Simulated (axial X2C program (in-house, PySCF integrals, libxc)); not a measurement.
## Nuclear properties of CsCl

Calculated with an axial X2C code built on PySCF integrals: two-component X2C with atomic mean-field Coulomb and Gaunt terms, Gaussian nuclei, basis Cs dyall-cv3z, Cl dyall-av3z with contracted cores.

R = 2.906 Å (near the PBE0 minimum at charge 0 of the determinant lowest at the starting distance; the state shown can have its own minimum elsewhere).

Input and command:
```json
{"zs": [55, 17], "q": 0, "bas": ["dyall-cv3z", "dyall-av3z"], "r0": 3.31, "levels": ["PBE0", "HF", "BP86", "PBE50", "LDA"], "nst": 3}
```
```bash
python soeom.py task.json out
```

Keys: zs atomic numbers; q charge; bas basis sets; r0 starting distance in Å; levels methods; nst determinants followed.

Determinant lowest in the PBE0 search, Ω = 0 (closed shell), highest spinor 95% Cl p, 4% Cs d:

```tsv
level	qzz Cs (a.u.)	qzz Cl (a.u.)	μ (D)
PBE0	-1.19	-0.02	-10.08
HF	-1.34	-0.18	-10.69
BP86	-1.19	0.00	-9.77
PBE50	-1.21	-0.04	-10.33
LDA	-1.21	0.01	-9.69
```

qzz is the electric field gradient, eQq0 = 234.96 MHz × Q/barn × qzz; μ is positive if the Cl end (last atom) is positive. The operators were transformed with the bare-nucleus X2C matrices; with these basis sets, hyperfine constants and field gradients can be off by tens of per cent, and where levels differ in sign neither size nor sign is settled.

Task: With Q(133Cs) = -0.00343 barn (Q from Pyykkö, Mol. Phys. 2018), turn the PBE0 values of the first state into constants in MHz.

Result: eQq0(133Cs) = 234.96 × (-0.00343) × (-1.19) = 0.959 MHz.

Each state is one determinant with collinear spin. The search compared states at one distance, so a state with another bond length can lie lower. Where a field gradient or hyperfine factor spreads by more than a factor of two over the levels, a constant derived from it is not to be relied on.
